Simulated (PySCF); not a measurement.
CCl3, SMILES Cl[C+](Cl)Cl, charge +1.

Geometry: r2SCAN-D4/def2-SVP.

Two levels are set side by side: TDA-PBE/def2-SVPD (PySCF) and ADC(2)/aug-cc-pVDZ (PySCF). Vertical, same geometry; the bases differ. Differences are taken from unrounded values.

| quantity | TDA-PBE |
|---|---|
| lowest singlet excitation (eV) | 3.29 |

### Question
These are the TDA-PBE values. What does ADC(2) give? (An estimate is asked for; the answer gives what the named calculation found.)

### Answer

| quantity | ADC(2) | TDA-PBE minus ADC(2) |
|---|---|---|
| lowest singlet excitation (eV) | 3.64 | -0.35 |

Functionals without exact exchange tend to place singlet excitations lower, as here. Differences between two approximate levels are no errors against the true value.

Rough cost on one machine, each run with all the roots and properties that it gave: ADC(2) against TDA-PBE about 20 times.
